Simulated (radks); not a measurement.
Task: The mean radii <r> (bohr) of the occupied orbitals of an atom or ion are listed with their occupations. All-electron calculation, scalar-relativistic Kohn-Sham, PBEsol, spin-polarised, spherical densities, finite nucleus; Fermi nuclear charge, rms radius of each element as measured or else 0.836 A^(1/3) + 0.57 fm. Program: a radial shooting solver on a logarithmic mesh with Libxc functionals.

orbital  occ.      <r>
1s up       1  0.08575
1s down     1  0.08560
2s up       1   0.3956
2s down     1   0.3980
2p up       3   0.3518
2p down     1   0.3553
3s up       1    1.109
3s down     1    1.120
3p up       2    1.132
4f up       2    2.887

Name the element and its charge. Open shells, if any, are filled with parallel spins first.

Result: Z = 18, argon, charge +4: Ar4+ in [He] 2s2 2p4 3s2 3p2 4f2. The 1s radius gives Z: for a bare nucleus <r> = (2 gamma + 1)/(2Z) with gamma = sqrt(1 - (Z/c)^2), 0.08285 bohr for Z = 18, and screening makes it slightly larger (0.08575 here). The occupations add up to 14, and the charge is Z minus that.
